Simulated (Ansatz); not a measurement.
A nudged elastic band was laid between two geometries of Cl$_{5}$HW (7 atoms, charge 0, multiplicity 1).

These are results of RKS B3LYP-D4/def2-SVP (Ansatz), not measurements.

```yaml
movable_images: 9
climbing_image: yes
spring: 5.0 eV/Å²
optimiser: quadratic models (default)
start_path: through a guess of the saddle point
force_threshold: 0.05 eV/Å
iteration_limit: 29
end_points: relaxed
```

First end point:

```xyz
7
Properties=species:S:1:pos:R:3
W 0.192 0.000 -0.004
H -0.314 0.000 1.610
Cl 2.424 0.000 0.536
Cl 0.236 2.266 0.350
Cl -2.168 0.000 0.029
Cl 0.236 -2.266 0.350
Cl -0.054 0.000 -2.320
```

Last end point:

```xyz
7
Properties=species:S:1:pos:R:3
W -0.760 0.004 -0.494
H 1.715 -0.023 1.938
Cl 2.728 0.004 1.138
Cl -0.376 2.140 0.170
Cl -2.991 0.006 -0.086
Cl -0.379 -2.129 0.182
Cl 0.615 -0.002 -2.297
```

(1) What changes between the two ends?

(2) Give the energies along the band, and the barrier.

(3) What is the geometry of the highest image?

The band took 22 iterations and about 60 core-minutes.

Results:

(1) Bonds broken: W1–H2, W1–Cl3. Bonds formed: H2–Cl3. Cl5HW becomes Cl4W + ClH.

(2) The run converged. The highest image is number 7 of 0 to 10, 15.4 kcal/mol above the first end and 3.7 kcal/mol above the last; the last end lies 11.7 kcal/mol above the first. Beside the main top the profile has a ripple of under 15 meV (maxima at images 2, 7), which may be a very shallow well or noise. A structure lower than the first end lies on the path between it and the top, so the climb from that side starts below the end, which may itself be a saddle point or a shallow side well. A vibrational analysis at the climbing image gives one clearly imaginary mode, 102i cm⁻¹: a first-order saddle point. The orbitals stay closed-shell, which can raise the energy where a bond breaks towards radicals; this wasn't checked here.

```csv
image,path coordinate (Å),energy (kcal/mol),W1–H2 (Å),W1–Cl3 (Å),H2–Cl3 (Å)
0,0.00,0.0,1.69,2.30,2.94
1,0.45,-0.1,1.69,2.29,2.88
2,0.89,0.0,1.70,2.30,2.65
3,1.34,-0.1,1.69,2.34,2.48
4,1.79,-0.1,1.68,2.38,2.40
5,2.24,1.7,1.65,2.47,2.08
6,2.68,11.4,1.76,2.67,1.65
7,3.13,15.4,2.15,3.00,1.37
8,3.60,13.4,2.56,3.43,1.31
9,4.07,11.8,2.97,3.81,1.29
10,4.54,11.7,3.47,3.85,1.29
```

(3) 
```xyz
7
Properties=species:S:1:pos:R:3
W -0.421 0.000 -0.151
H 1.161 -0.001 1.299
Cl 2.428 -0.002 0.789
Cl -0.278 2.172 0.515
Cl -2.695 0.002 -0.245
Cl -0.281 -2.171 0.516
Cl 0.637 -0.001 -2.171
```

The run took 16 min on 4 threads of Intel(R) Xeon(R) Platinum 8259CL CPU @ 2.50GHz (Skylake/Cascade Lake) (shared host), peak memory 0.46 GiB.
